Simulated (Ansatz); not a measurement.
Born–Oppenheimer molecular dynamics of Cl$_{2}$GaH$_{2}$N (6 atoms, charge 0, multiplicity 1). It starts from a relaxed structure.

Computed with RKS PBE/def2-SVP in Ansatz.

```
ensemble        : NVT, Langevin thermostat
time step       : 0.5 fs
steps asked     : 150
set temperature : 300 K
friction        : 0.02 /fs
seed            : 310810
```

First frame:

```xyz
6
Properties=species:S:1:pos:R:3
Ga 0.000 0.000 0.044
N 0.000 0.000 1.847
H -0.853 -0.047 2.404
H 0.853 0.047 2.404
Cl 1.853 0.101 -1.044
Cl -1.853 -0.101 -1.044
```

Task: What does the run give?

Result: All steps were run.

```
steps done                                               : 150
time covered                                             : 75 fs
mean temperature over the second half                    : 193 K
spread of the potential energy over the second half      : 3.9 meV per atom
mean potential energy of the second half above the start : 11.9 meV per atom
```

The mean temperature of the second half is 36 % below the set value. A run of 0.075 ps of so small a system gives no equilibrium averages.

Task: What happens to the structure?

Result: The same pairs are bonded in the first frame and the last. Pairs count as bonded within 1.25 times the sum of covalent radii (0.12 Å more for H–H). Another seed would give other details.

Task: How do temperature and energy run in time?

Result: 
```json
{"time (fs)": "0.0", "T (K)": "250", "potential energy less start (eV)": "0.000"}
{"time (fs)": "2.5", "T (K)": "239", "potential energy less start (eV)": "0.065"}
{"time (fs)": "5.0", "T (K)": "251", "potential energy less start (eV)": "0.021"}
{"time (fs)": "7.5", "T (K)": "223", "potential energy less start (eV)": "0.058"}
{"time (fs)": "10.0", "T (K)": "281", "potential energy less start (eV)": "0.039"}
{"time (fs)": "12.5", "T (K)": "183", "potential energy less start (eV)": "0.089"}
{"time (fs)": "15.0", "T (K)": "161", "potential energy less start (eV)": "0.067"}
{"time (fs)": "17.5", "T (K)": "114", "potential energy less start (eV)": "0.082"}
{"time (fs)": "20.0", "T (K)": "130", "potential energy less start (eV)": "0.067"}
{"time (fs)": "22.5", "T (K)": "119", "potential energy less start (eV)": "0.100"}
{"time (fs)": "25.0", "T (K)": "150", "potential energy less start (eV)": "0.077"}
{"time (fs)": "27.5", "T (K)": "115", "potential energy less start (eV)": "0.099"}
{"time (fs)": "30.0", "T (K)": "162", "potential energy less start (eV)": "0.104"}
{"time (fs)": "32.5", "T (K)": "116", "potential energy less start (eV)": "0.128"}
{"time (fs)": "35.0", "T (K)": "158", "potential energy less start (eV)": "0.111"}
{"time (fs)": "37.5", "T (K)": "171", "potential energy less start (eV)": "0.108"}
{"time (fs)": "40.0", "T (K)": "182", "potential energy less start (eV)": "0.088"}
{"time (fs)": "42.5", "T (K)": "185", "potential energy less start (eV)": "0.082"}
{"time (fs)": "45.0", "T (K)": "175", "potential energy less start (eV)": "0.057"}
{"time (fs)": "47.5", "T (K)": "179", "potential energy less start (eV)": "0.061"}
{"time (fs)": "50.0", "T (K)": "155", "potential energy less start (eV)": "0.077"}
{"time (fs)": "52.5", "T (K)": "165", "potential energy less start (eV)": "0.076"}
{"time (fs)": "55.0", "T (K)": "176", "potential energy less start (eV)": "0.112"}
{"time (fs)": "57.5", "T (K)": "180", "potential energy less start (eV)": "0.081"}
{"time (fs)": "60.0", "T (K)": "173", "potential energy less start (eV)": "0.114"}
{"time (fs)": "62.5", "T (K)": "250", "potential energy less start (eV)": "0.067"}
{"time (fs)": "65.0", "T (K)": "159", "potential energy less start (eV)": "0.061"}
{"time (fs)": "67.5", "T (K)": "159", "potential energy less start (eV)": "0.033"}
{"time (fs)": "70.0", "T (K)": "210", "potential energy less start (eV)": "0.039"}
{"time (fs)": "72.5", "T (K)": "261", "potential energy less start (eV)": "0.035"}
{"time (fs)": "75.0", "T (K)": "184", "potential energy less start (eV)": "0.062"}
```

Time of the run: 6.3 min on 1 thread of Intel(R) Xeon(R) Platinum 8259CL CPU @ 2.50GHz (Skylake/Cascade Lake) (shared host), peak memory 0.17 GiB.
